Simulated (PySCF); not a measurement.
Species: C3H7FSi.
Atom-mapped SMILES: `[F:1][C@@H:2]1[CH2:3][C@H:4]1[SiH3:5]` (hydrogens: H6 on C2; H7, H8 on C3; H9 on C4; H10, H11, H12 on Si5)

The calculation used PySCF 2.14.0, PBE0-D3(BJ)/def2-SVP geometry optimisation, gas phase.

Problem. Give the optimised bond lengths and angles.

Solution. 
| bond | length (Å) | order |
| --- | --- | --- |
| F1–C2 | 1.356 | single |
| C2–C3 | 1.481 | single |
| C3–C4 | 1.522 | single |
| C4–Si5 | 1.868 | single |
| C2–C4 | 1.496 | single |
| C2–H6 | 1.096 | single |
| C3–H7 | 1.094 | single |
| C3–H8 | 1.093 | single |
| C4–H9 | 1.096 | single |
| Si5–H10, Si5–H11, Si5–H12 | 1.495 | single |

Bonds in one row agree within 0.01 Å and their mean is given. Orders are formal, as drawn. A selection of angles:
| angle | degrees |
| --- | --- |
| F1–C2–C3 | 117.9 |
| F1–C2–C4 | 117.5 |
| F1–C2–H6 | 111.5 |
| C3–C2–C4 | 61.5 |
| C3–C2–H6 | 120.1 |
| C4–C2–H6 | 120.2 |
| C2–C3–C4 | 59.7 |
| C2–C3–H7 | 118.9 |
| C2–C3–H8 | 116.3 |
| C4–C3–H7 | 119.4 |
| C4–C3–H8 | 116.8 |
| H7–C3–H8 | 114.8 |
| C3–C4–Si5 | 121.9 |
| C3–C4–H9 | 113.8 |
| Si5–C4–H9 | 115.7 |
| C2–C4–C3 | 58.8 |
| C2–C4–Si5 | 121.9 |
| C2–C4–H9 | 112.7 |
| C4–Si5–H10 | 110.9 |
| C4–Si5–H12 | 108.5 |
| H10–Si5–H11 | 108.7 |

Torsions: F1–C2–C3–C4 -108° (anticlinal); C2–C3–C4–Si5 -110° (anticlinal); F1–C2–C4–C3 109° (anticlinal).

The 3 C–C bonds span 1.481 Å (C2–C3, drawn single) to 1.522 Å (C3–C4, drawn single), a spread of 0.041 Å. Si5 (SiH3 silicon) is tetrahedral (angles from 108.5° to 111.1°). The 3-membered ring C2–C3–C4 has internal angles of 58.8° to 61.5°.

Point group: C1 (no symmetry element, even within 0.4 Å). PBE0-D3(BJ)/def2-SVP frequencies: not computed here.
